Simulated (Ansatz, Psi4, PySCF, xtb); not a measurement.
Dimer: H2O (SMILES O) (first 3 atoms) with CH2O (SMILES C=O); geometry from B3LYP-D3(BJ)/def2-TZVP, rigid monomers moved along the line of their centres of mass till O1···C4 is 5.05 Å.
(charge 0, multiplicity 1):
```xyz
7

O     -0.1503     0.4376    -0.1146
H      0.4921     0.1685    -0.7793
H     -0.5236    -0.3821     0.2299
C     -0.0547     0.2916     4.9366
O     -0.4586    -0.8289     5.0973
H      1.0248     0.5316     4.9378
H     -0.7368     1.1472     4.7852
```

Monomers are frozen at their geometry in the pair; levels with a basis set take the counterpoise correction. Rows marked so take none.

Cores are frozen in the correlated methods. CBS: X⁻³ extrapolation of the correlation energy, Hartree–Fock from the larger set. Rows in 3-21G, 6-31G* carry no dispersion term and start afresh at each structure (6-31G* with six Cartesian d functions). MP2/6-31G* freezes PySCF's default core.

Run with Ansatz (Gaussian basis) for Hartree–Fock, density functionals and correlated methods; Psi4 for SAPT; PySCF for 3-21G rows, 6-31G* rows; xtb for the GFN methods. Values without a source in brackets are computed.

| level | interaction energy (meV) |
|---|---|
| GFN1-xTB | -25.3 |
| HF/3-21G (no counterpoise) | -27.8 |
| HF/aug-cc-pVTZ | -28.0 |
| r2SCAN/def2-TZVPPD | -22.1 |
| B3LYP/6-31G* | -21.0 |
| MP2/6-31G* | -23.6 |
| SCS-MP2/aug-cc-pVDZ | -23.3 |
| CCSD(T)/CBS(aug-cc-pVDZ, aug-cc-pVTZ) | … |
| SAPT0/jun-cc-pV(D+d)Z | … |

### Question
What belongs in the gaps?

### Answer

- CCSD(T)/CBS(aug-cc-pVDZ, aug-cc-pVTZ), interaction energy (meV): -24.5
- SAPT0/jun-cc-pV(D+d)Z, interaction energy (meV): -32.2

Ansatz is an electronic-structure program.
